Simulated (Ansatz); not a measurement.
System: CH₄Al, charge 1, singlet. CH4Al+ (SMILES [CH3][AlH+]).
B3LYP-D3(BJ)/def2-TZVP minimum from Ansatz (a quantum-chemistry and plane-wave program):
```xyz
6

Al    -0.3948    -0.5491    -0.2673
C      0.6401     0.8904     0.4334
H      0.4530     0.9983     1.5051
H      0.3717     1.8232    -0.0694
H      1.7046     0.6964     0.2768
H     -1.2381    -1.7221    -0.8383
```
Charge +1, spin multiplicity 1.

Total energies in cc-pV(T+d)Z, 10 correlated electrons, 6 frozen orbitals. UHF or UKS for unpaired electrons; spin-orbit terms are left out. Correlated methods leave the cores frozen. No relativity. The spin of CH4Al+ ([CH3][AlH+], singlet) was assumed, and the state is the lowest solution found for it.

| method | program | energy (Eh) | minus CCSDT(Q) (mEh) |
|---|---|---|---|
| HF | Ansatz | -281.86975 | 272.60 |
| MP2 | Ansatz | -282.10676 | 35.58 |
| CCSD | Ansatz | -282.13270 | 9.64 |
| CCSD(T) | Ansatz | -282.14141 | 0.93 |
| CCSDT(Q) | Ansatz | -282.14235 | 0.00 |

Rough core times of Ansatz's runs on a shared machine: CCSD(T) under 20 s, CCSDT(Q) 6 min.
